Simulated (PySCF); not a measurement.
AlBr at PBE0

Computed with PBE0; PySCF, scalar-relativistic core potentials, basis sets Al cc-pV(T+d)Z, Br cc-pVTZ-PP with ECP10.

| Item | Value |
| --- | --- |
| state | ³Π (triplet), unpaired electrons σ ↑, π ↑, a second solution, started from another occupation |
| bond length | 2.273 Å |
| harmonic wavenumber | 401 cm⁻¹ |
| force constant | 1.90 mdyn/Å |
| rotational constant Be | 0.1623 cm⁻¹ |
| anharmonicity ωexe | 1.77 cm⁻¹ |
| vibration–rotation constant αe | 0.000904 cm⁻¹ |
| energy of the minimum from ground-state Al + Br | -1.88 eV |
| bond order (Mayer) | 1.27 |
| dipole moment (positive dipole means Al(−)Br(+)) | -1.43 D |

Spin–orbit coupling is left out. Counting both spins, an empty level lies below a filled one in this solution, because spin and occupation are held.
